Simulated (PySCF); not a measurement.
# Löwdin shares of the frontier orbitals

AlCl2(iBu), C4H9AlCl2.
Cartesian coordinates in Å at the PBE0-D3(BJ)/def2-SVP level; atoms count from 1:
```xyz
16
C4H9AlCl2 angstrom
Al     0.952    1.470    1.191
Cl     3.055    1.444    1.245
Cl     0.081    3.381    1.060
C     -0.093   -0.173    1.283
C     -0.449   -0.740   -0.103
C      0.804   -1.027   -0.922
C     -1.394    0.185   -0.860
H     -1.011    0.018    1.866
H      0.499   -0.909    1.854
H     -0.974   -1.700    0.052
H      1.359   -0.095   -1.143
H      0.559   -1.491   -1.889
H      1.497   -1.696   -0.388
H     -0.923    1.165   -1.059
H     -2.315    0.379   -0.289
H     -1.682   -0.244   -1.832
```

Computed with TDDFT wB97X-D/def2-SVPD, vertical, gas phase, core orbitals frozen in the response in PySCF.

Kohn–Sham orbitals with the atoms that hold most of them (Löwdin shares over 4%, at most four atoms; ? is withheld):

```
orbital  ε (eV)                              atoms
 LUMO+2    2.31  Al1 21%, Cl2 11%, Cl3 10%, H10 8%
 LUMO+1    0.88   Al1 51%, Cl3 12%, Cl2 11%, C4 6%
   LUMO       ?   Al1 46%, Cl3 15%, Cl2 15%, C4 9%
   HOMO  -10.13                                  ?
 HOMO-1  -10.91                                  ?
 HOMO-2  -11.22           Cl2 48%, Cl3 43%, Al1 7%
 HOMO-3  -11.53   Cl3 23%, Cl2 19%, C5 13%, C4 12%
```

(1) Which atoms hold the HOMO, and with what shares?

(2) Which atoms hold the HOMO-1, and with what shares?

(3) What is the LUMO energy, and the HOMO–LUMO gap?

Results:

(1) C4 (bonded to Al, C and 2 H) 31%; Al1 (bonded to C and 2 Cl) 14%; C5 (bonded to 3 C and H) 13%; Cl3 (bonded to Al) 11%. By element: carbon 44% or more, aluminium 14%, chlorine 11% or more.

(2) Cl2 (bonded to Al) 49%; Cl3 (bonded to Al) 45%.

(3) ε(LUMO) = 0.71 eV; the gap is 10.84 eV (0.3984 hartree).

**Question.** The HOMO–LUMO gap is 10.84 eV. Where does the response calculation put the lowest singlet, and from which orbitals?

**Answer.** S1 is at 6.23 eV (f = 0.013), 4.61 eV below the gap, made of HOMO→LUMO (90%). 

**Question.** One configuration dominates each of S1, S2, S3 and S6. Which, and how do the shares of the two leading atoms of either orbital change from the occupied to the empty one?

**Answer.** 
- S1 (6.23 eV, f 0.013), HOMO→LUMO (90%): C4 31% → 9%, Al1 14% → 46%, Cl3 11% → 15%
- S2 (6.97 eV, f 0.0002), HOMO-1→LUMO (92%): Cl2 49% → 15%, Cl3 45% → 15%, Al1 at most 4% → 46%
- S3 (7.05 eV, f 0.212), HOMO→LUMO+1 (83%): C4 31% → 6%, Al1 14% → 51%, Cl3 11% → 12%
- S6 (7.68 eV, f 0.017), HOMO-2→LUMO+1 (82%): Cl2 48% → 11%, Cl3 43% → 12%, Al1 7% → 51%

Hardware: one thread, Intel Xeon at 2.50 GHz (x86_64), on a shared host. Cost: 2.6 min of wall time (grids of density and orbitals included), 1.0 GiB resident at most.

One conformer stands for the species.
